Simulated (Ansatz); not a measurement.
Reaction (ligand exchange at the Si–I bond): `[SiH3]I` + `[OH][Mg][F]` → `[F][Mg][O][SiH3]` + HI

Gas-phase electronic energies from Ansatz, PBE0-D4/def2-TZVP geometries. CCSD(T)/CBS is the MP2 limit (def2-TZVPP, def2-QZVPP) plus CCSD(T) − MP2 in def2-TZVPP, frozen cores. Functionals use def2-TZVPP. B3LYP here is the variant with VWN-RPA as its local correlation; programs differ in this. Elements past krypton have def2 core potentials. For I, Mg outer-core shells are correlated without core-valence functions, which leaves a few kJ/mol of doubt a bond. Each species was taken in one conformer, which may not be the lowest.

**Question.** Is it downhill or uphill in electronic energy at CCSD(T)/CBS, and by how much? (Best estimate.)

**Answer.** Ansatz gave: Downhill: ΔE = -36.3 kJ/mol.

**Question.** What do these levels give: B3LYP-D4, r2SCAN0, LC-ωPBE, MP2/def2-TZVPP, MP2/CBS(def2), CCSD/CBS(def2)? (An estimate is asked.)

**Answer.** Ansatz gave: B3LYP-D4 -38.7, r2SCAN0 -33.8, LC-ωPBE -32.7, MP2/def2-TZVPP -36.7, MP2/CBS(def2) -28.7, CCSD/CBS(def2) -37.8 kJ/mol.

Largest T1 diagnostic among the species: 0.012.

At CCSD(T), def2-SVP lies −9.3 kJ/mol from the extrapolated value and def2-TZVPP −8.0 kJ/mol. Leaving LDA and LC-ωPBE aside and taking each functional with its dispersion term where it has one, the values, not all of them listed here, spread over 23.2 kJ/mol, from B97M-V to PBE-D4. LDA lies −4.1 kJ/mol from PBE without D4.
